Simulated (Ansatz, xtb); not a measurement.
**Isomers of C5H6BNSi in order of energy**

10 gas-phase structures of C5H6BNSi, from a drawn sample of its isomers (lower ones may exist). Each was relaxed with GFN2-xTB:

A. `N#CB1C=CC([SiH3])=C1`, a singlet
B. `N#CC1=CC=CB1[SiH3]`, a singlet
C. `N#CC1=C([SiH3])BC=C1`, a singlet
D. `N#CC1=CBC([SiH3])=C1`, a singlet
E. `N#CC1=CBC=C1[SiH3]`, a singlet
F. `N#CC1=CC=C([SiH3])B1`, a singlet
G. `N#CC1=CC([SiH3])=CB1`, a singlet
H. `N#CB1C=CC=C1[SiH3]`, a singlet
I. `N#CC1=CB([SiH3])C=C1`, a singlet
J. `N#CC1=C([SiH3])C=CB1`, a singlet

Which do you expect lowest at r2SCAN-D4/def2-SVP, and how would the others follow?

Calculated order at r2SCAN-D4/def2-SVP: H (0.0), A (2.1), F (10.8), J (12.3), G (12.9), D (13.3), C (13.4), E (14.8), B (15.4), I (18.2) kcal/mol. Less than 1 kcal/mol parts J and G; G and D; D and C; E and B, so the order within those pairs means little.

Energies above the lowest of each column, in kcal/mol; the last columns are at B3LYP-D3(BJ)/def2-SVP geometries and were run for some of them only (a dash: not run or not comparable):

| structure | GFN2-xTB | HF/STO-3G | r2SCAN-D4/def2-SVP | B3LYP-D3(BJ)/def2-SVP | CCSD(T)/def2-SVP + ΔMP2/def2-TZVPP |
| --- | --- | --- | --- | --- | --- |
| H | 10.5 | 0.2 | 0.0 | 0.0 | 0.0 |
| A | 10.6 | 0.0 | 2.1 | 2.0 | 2.1 |
| F | 1.2 | 11.7 | 10.8 | 11.1 | 12.2 |
| J | 0.0 | 11.2 | 12.3 | 12.4 | 13.8 |
| G | 1.0 | 11.6 | 12.9 | 12.9 | 13.9 |
| D | 3.4 | 13.6 | 13.3 | 13.4 | 13.9 |
| C | 2.6 | 13.8 | 13.4 | – | – |
| E | 2.5 | 13.7 | 14.8 | – | – |
| B | 9.7 | 21.9 | 15.4 | – | – |
| I | 11.8 | 24.4 | 18.2 | – | – |

CCSD(T)/def2-SVP + ΔMP2/def2-TZVPP puts H lowest of those it was run on; GFN2-xTB picks J. CCSD(T)/def2-SVP + ΔMP2/def2-TZVPP orders those it was run on as H (0.0), A (2.1), F (12.2), J (13.8), D (13.9), G (13.9) kcal/mol. Less than 1 kcal/mol parts J and D; D and G, so the order within those pairs means little. Frequencies (GFN2-xTB) were run for A, D, F, G, H, J alone. ΔMP2 is the change of the MP2 energy from the smaller to the larger basis.

Over these structures GFN2-xTB departs from r2SCAN-D4/def2-SVP by 6.3 kcal/mol on average once a common shift is removed. A GFN2-xTB relaxation took about 0.15 s and the r2SCAN-D4/def2-SVP energy about 3.5 s on a shared host (Ansatz 0.2.0, xtb 6.7.1).
